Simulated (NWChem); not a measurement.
**Correlation energy of silylarsine (H$_{5}$AsSi)**

```
Si
H 1 1.4920
H 1 1.4921 2 109.00
H 1 1.4921 2 109.00 3 118.62
As 1 2.3948 2 113.53 3 -120.69
H 5 1.5310 1 92.43 2 46.17
H 5 1.5310 6 92.24 1 92.53
```
Charge 0, spin multiplicity 1.

The numbers come from NWChem runs, not from measurements. The geometry was optimised at B3LYP/def2-SVP, a minimum by its harmonic frequencies.

Basis set: def2-SVP. Each correlation energy counts from its own Hartree-Fock reference.

The Hamiltonian is non-relativistic. The correlated methods keep 14 core orbitals frozen. No row is a measurement; the coupled-cluster row has its own basis-set and correlation limits.

```
method        correlation energy (mHa)
------------  ------------------------
MP2                             -347.7
CCSD+T(CCSD)                         ?
CCSD                                 ?
CR-CCSD[T]                           ?
CR-CCSD(T)                           ?
SCS-MP2                         -344.9
CCSD(T)                         -393.1
```

Problem. Fill in the missing entries.

Solution. 
- CCSD+T(CCSD), correlation energy (mHa): -393.7
- CCSD, correlation energy (mHa): -383.1
- CR-CCSD[T], correlation energy (mHa): -391.4
- CR-CCSD(T), correlation energy (mHa): -391.0
